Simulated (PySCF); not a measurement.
Input for PySCF: D3(BJ) and D4 dispersion corrections on ClGeH3O (SMILES [OH][GeH2][Cl]), a point of a torsion scan.

```python
from pyscf import gto
from pyscf.dispersion import dftd3, dftd4

mol = gto.M(
    atom='''
    O     1.25224086    0.07916003   -0.45634000
    Ge   -0.39277395   -0.22244433   -0.00798000
    Cl   -1.27137305    1.62746558    0.45347385
    H     1.84840638    0.49266900    0.16521846
    H    -0.45878690   -1.13305644    1.19528145
    H    -0.95634223   -0.81530275   -1.26049965
    ''',
    basis='def2-svp',
    charge=0, spin=0, verbose=0, max_memory=1800)
d3, d4 = {}, {}
for xc in ['hf', 'pbe', 'blyp', 'revpbe', 'tpss', 'r2scan', 'b3lyp', 'pbe0', 'bhlyp', 'camb3lyp', 'b2plyp']:
    d3[xc] = float(dftd3.DFTD3Dispersion(mol, xc=xc, version='d3bj', atm=False).get_dispersion()['energy'])
    print(f'D3(BJ) {xc:10s} {d3[xc]:14.8f} Eh')
for xc in ['hf', 'pbe', 'blyp', 'revpbe', 'tpss', 'r2scan', 'b3lyp', 'pbe0', 'bhlyp', 'camb3lyp', 'b2plyp']:
    d4[xc] = float(dftd4.DFTD4Dispersion(mol, xc={'camb3lyp': 'cam-b3lyp'}.get(xc, xc), atm=True).get_dispersion()['energy'])
    print(f'D4     {xc:10s} {d4[xc]:14.8f} Eh')
```

It printed:

```
D3(BJ) hf            -0.03366077 Eh
D3(BJ) pbe           -0.00389445 Eh
D3(BJ) blyp          -0.00882902 Eh
D3(BJ) revpbe        -0.00944513 Eh
D3(BJ) tpss          -0.00504620 Eh
D3(BJ) r2scan        -0.00103652 Eh
D3(BJ) b3lyp         -0.00732845 Eh
D3(BJ) pbe0          -0.00349208 Eh
D3(BJ) bhlyp         -0.00623182 Eh
D3(BJ) camb3lyp      -0.00336522 Eh
D3(BJ) b2plyp        -0.00365713 Eh
D4     hf            -0.01379138 Eh
D4     pbe           -0.00399924 Eh
D4     blyp          -0.00880703 Eh
D4     revpbe        -0.01132325 Eh
D4     tpss          -0.00538726 Eh
D4     r2scan        -0.00088847 Eh
D4     b3lyp         -0.00655021 Eh
D4     pbe0          -0.00335578 Eh
D4     bhlyp         -0.00535362 Eh
D4     camb3lyp      -0.00342709 Eh
D4     b2plyp        -0.00275852 Eh
```

The run finished.

Cost: roughly 0.020 core-seconds.
